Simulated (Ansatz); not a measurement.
CH$_{6}$S$_{2}$Si (`C[SiH2]SS`). The species carries charge 0 and has multiplicity 1. The geometry is a stationary point of PBE0-D4/def2-TZVP. It is one conformer, not always the lowest.

```xyz
10

C     1.191    0.730    0.454
Si   -0.597    0.677   -0.058
S    -0.939   -0.704   -1.672
S    -0.315   -2.429   -0.723
H     1.821    1.058   -0.376
H     1.323    1.425    1.287
H     1.523   -0.259    0.775
H    -1.465    0.290    1.085
H    -1.051    1.984   -0.607
H    -1.492   -2.774   -0.167
```

(1) What is the dipole moment at r2SCAN/def2-TZVPP? (Estimate.)

(2) And with PBE, B3LYP, ωB97M-V? (Estimate.)

(3) Give the Mulliken charges with r2SCAN, B3LYP, ωB97M-V in def2-TZVPP. (Estimate.)

## Answers

(1) The calculation gave: 1.46 D, with components (0.29, 0.45, 1.36) D in this frame, pointing from negative to positive charge.

(2) Ansatz gave: PBE 1.38 D, B3LYP 1.41 D, ωB97M-V 1.43 D.

(3) Computed: 
```json
{"atom": "C1", "r2SCAN": "-0.30", "B3LYP": "-0.37", "ωB97M-V": "-0.43"}
{"atom": "Si2", "r2SCAN": "0.40", "B3LYP": "0.39", "ωB97M-V": "0.27"}
{"atom": "S3", "r2SCAN": "-0.20", "B3LYP": "-0.19", "ωB97M-V": "-0.16"}
{"atom": "S4", "r2SCAN": "-0.12", "B3LYP": "-0.13", "ωB97M-V": "-0.14"}
{"atom": "H5", "r2SCAN": "0.09", "B3LYP": "0.11", "ωB97M-V": "0.13"}
{"atom": "H6", "r2SCAN": "0.08", "B3LYP": "0.10", "ωB97M-V": "0.12"}
{"atom": "H7", "r2SCAN": "0.09", "B3LYP": "0.11", "ωB97M-V": "0.12"}
{"atom": "H8", "r2SCAN": "-0.07", "B3LYP": "-0.07", "ωB97M-V": "-0.02"}
{"atom": "H9", "r2SCAN": "-0.08", "B3LYP": "-0.07", "ωB97M-V": "-0.03"}
{"atom": "H10", "r2SCAN": "0.11", "B3LYP": "0.12", "ωB97M-V": "0.13"}
```

B3LYP here is the variant with VWN-RPA as its local correlation; programs differ in this.
